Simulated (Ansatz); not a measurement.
Pb2O3. The state is a singlet with charge 0. Geometry PBE-D4/def2-SVP.

```xyz
5

Pb   -0.2812   -0.2446    1.8610
Pb   -0.6287   -0.3208   -1.7619
O     1.0800    0.6971   -0.8158
O     1.2126    0.7262    0.5660
O    -1.3827   -0.8580    0.1507
```

In the def2 sets Pb takes a core potential; there is no spin–orbit coupling. The structure holds 1 bond(s) between oxygen atoms. Another isomer (singlet) lies 0.21 eV lower at PBE0-D4/def2-TZVP; other spin states weren't run for this one.

Problem. Estimate the orbital energies around the gap (eV) in Ansatz with PBE-D4/def2-TZVP, r2SCAN-D4/def2-TZVP, PBE0-D4/def2-SVP, PBE0-D4/def2-TZVP, BHLYP-D4/def2-TZVP.

Solution. 
```tsv
orbital	PBE-D4/def2-TZVP	r2SCAN-D4/def2-TZVP	PBE0-D4/def2-SVP	PBE0-D4/def2-TZVP	BHLYP-D4/def2-TZVP
HOMO−5	-8.57	-8.86	-9.74	-9.80	-10.87
HOMO−4	-6.94	-7.18	-7.98	-8.07	-9.34
HOMO−3	-6.71	-6.97	-7.89	-8.04	-9.23
HOMO−2	-6.53	-6.81	-7.78	-7.91	-9.11
HOMO−1	-4.94	-5.10	-5.90	-6.00	-7.05
HOMO	-4.71	-4.83	-5.62	-5.73	-6.87
LUMO	-2.71	-2.60	-1.91	-2.05	-1.41
LUMO+1	-2.63	-2.53	-1.90	-1.99	-1.40
LUMO+2	-1.49	-1.16	-0.54	-0.79	-0.15
LUMO+3	-1.29	-0.95	-0.25	-0.47	0.20
LUMO+4	-0.84	-0.47	0.24	-0.09	0.59
LUMO+5	-0.03	0.63	1.24	0.62	1.12
```
